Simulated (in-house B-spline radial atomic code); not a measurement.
A fraction x of an electron is moved 3d → 5f in Ce4+, starting from [Kr] 4d10 5s2 5p6 and keeping the highest spin. Method: scalar-relativistic (X2C) OLYP, spin-polarised, spherical fractional occupations, Fermi nucleus of rms radius 4.8771 fm. Calculated with an all-electron radial atomic-structure program (B-spline basis).

| x | E(x) - E(0) (eV) | 3d down level (eV) | 5f up level (eV) |
| --- | --- | --- | --- |
| 0 | 0.0000 | -917.416 | - |
| 0.125 | 112.8770 | -923.704 | -17.549 |
| 0.25 | ? | ? | ? |
| 0.375 | 340.9717 | -936.269 | -17.768 |
| 0.5 | 456.1606 | -942.549 | -18.039 |
| 0.625 | 572.0972 | -948.823 | -18.353 |
| 0.75 | ? | ? | ? |
| 0.875 | 806.1977 | -961.354 | -19.030 |
| 1 | 924.3577 | -967.608 | -19.373 |

Q: What belongs in the row x = 0.25?

A: An energy change of 226.5389 eV; 3d down at -929.988 eV, 5f up at -17.583 eV.

Q: What belongs in the row x = 0.75?

A: An energy change of 688.7771 eV; 3d down at -955.092 eV, 5f up at -18.688 eV.

Q: Check Janak's theorem between x = 0.375 and 0.5.

A: The slope of the energy is 921.51 eV; the orbital levels give 921.51 eV (ε of the receiving orbital less ε of the emptying one, averaged over the two points).
